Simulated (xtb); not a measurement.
Job for xtb: GFN2-xTB on H (SMILES [H]).

```
$ xtb mol.xyz --gfn 2 --sp --chrg 0 --uhf 1
1

H      0.00000000     0.00000000     0.00000000
```

Q: What total energy does the run end on?

A: -0.3935 hartree.
